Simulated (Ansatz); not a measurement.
**AsH2 (SMILES [AsH2]): the energy to break a bond**

AsH2: 3 atoms, total charge 0, spin state doublet. As SMILES, `[AsH2]`. Geometry: optimised at r2SCAN/def2-SVP.

```xyz
3

As   -0.5753    0.3286   -0.2757
H     0.6812    0.7946    0.4594
H    -0.1059   -1.1231   -0.1837
```

Wanted: the dissociation energy of the H2–As1 bond into doublet H and singlet AsH (shapes relaxed at r2SCAN/def2-SVP, no zero-point term). 1 Eh = 2625.50 kJ/mol = 27.2114 eV. Totals in Eh; open shells run unrestricted unless said.

| level | program | AsH2 | doublet H | singlet AsH |
| --- | --- | --- | --- | --- |
| UBLYP/def2-TZVPP | Ansatz | -2237.082138 | -0.497552 | -2236.420855 |
| U-r2SCAN/def2-TZVPP | Ansatz | -2237.026372 | -0.499927 | -2236.349684 |
| UB2PLYP/def2-TZVPP, 9 core orbitals frozen | Ansatz | -2236.660737 | -0.498613 | -2235.996528 |

Question: Work out the dissociation energy at each level.

Answer: 
1. UBLYP/def2-TZVPP: (-0.497552) + (-2236.420855) − (-2237.082138) = 0.163731 Eh = 429.9 kJ/mol = 4.46 eV.
2. U-r2SCAN/def2-TZVPP: (-0.499927) + (-2236.349684) − (-2237.026372) = 0.176761 Eh = 464.1 kJ/mol = 4.81 eV.
3. UB2PLYP/def2-TZVPP: (-0.498613) + (-2235.996528) − (-2236.660737) = 0.165596 Eh = 434.8 kJ/mol = 4.51 eV.

The levels span 430 to 464 kJ/mol; no measured value is set beside them. A fragment with an even electron count was run as a singlet and may have a lower triplet. A bond enthalpy at 298 K also holds the loss of zero-point energy and thermal terms.
